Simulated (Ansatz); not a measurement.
Born–Oppenheimer molecular dynamics of Cl3FH2NTa (8 atoms, charge 0, multiplicity 1). It goes on from the last frame of an earlier run, with new velocities.

The calculation used RKS PBE/def2-SVP in Ansatz 0.2.0.

```yaml
ensemble: NVT, Nosé–Hoover chain
time_step: 0.25 fs
steps_asked: 250
set_temperature: 2000 K
thermostat: time constant 50 fs, chain length 3
temperature_schedule: 62 steps to 2000 K, then 188 steps to 10 K
seed: 216201
```

First frame:

```xyz
8
Properties=species:S:1:pos:R:3
Ta -0.001 -0.012 -0.043
N 1.944 -0.321 -0.060
H 2.395 -0.181 0.847
H 2.594 -0.207 -0.855
F 0.225 0.089 1.828
Cl 0.201 0.240 -2.370
Cl -1.258 1.999 0.105
Cl -1.122 -2.030 -0.023
```

(1) What does the run give?

(2) What happens to the structure?

(3) How do temperature and energy run in time?

Answers

(1) All steps were run.

```
steps done                                               : 250
time covered                                             : 62.5 fs
mean temperature over the second half                    : 1218 K
spread of the potential energy over the second half      : 6.2 meV per atom
mean potential energy of the second half above the start : 104.2 meV per atom
```

The conserved energy stayed within 0.11 meV per atom of its start (net change 0.054 meV per atom), so the integration is sound. The schedule's set-point averaged 672 K over the second half and the system 1218 K, so it lags behind the ramp. A run of 0.062 ps of so small a system gives no equilibrium averages.

(2) The same pairs are bonded in the first frame and the last. Pairs count as bonded within 1.25 times the sum of covalent radii (0.12 Å more for H–H). This is one draw of velocities; another would differ in detail.

(3) 
```tsv
time (fs)	T (K)	potential energy less start (eV)	conserved less start (meV/atom)
0	2000	0.000	0.00
2	1891	0.085	0.09
4	1866	0.104	0.00
6	1527	0.368	0.08
8	1354	0.504	0.06
10	1206	0.620	0.01
12	900	0.861	0.10
14	856	0.898	0.02
16	655	1.059	0.09
18	691	1.035	0.05
20	691	1.042	0.03
22	686	1.053	0.07
24	825	0.954	0.02
26	765	1.012	0.09
28	950	0.881	0.04
30	1012	0.850	0.06
32	1100	0.800	0.03
34	1074	0.841	0.05
36	991	0.924	0.08
38	1131	0.836	0.04
40	1159	0.837	0.08
42	1258	0.782	0.03
44	1219	0.836	0.08
46	1253	0.831	0.07
48	1354	0.773	0.04
50	1325	0.813	0.09
52	1423	0.750	0.03
54	1368	0.799	0.07
56	1290	0.856	0.07
58	1271	0.855	0.05
60	1188	0.888	0.07
62	1037	0.948	0.04
```

Run time: 6.9 min on 4 threads of Arm Neoverse V2, on a shared host, peak memory 0.19 GiB.
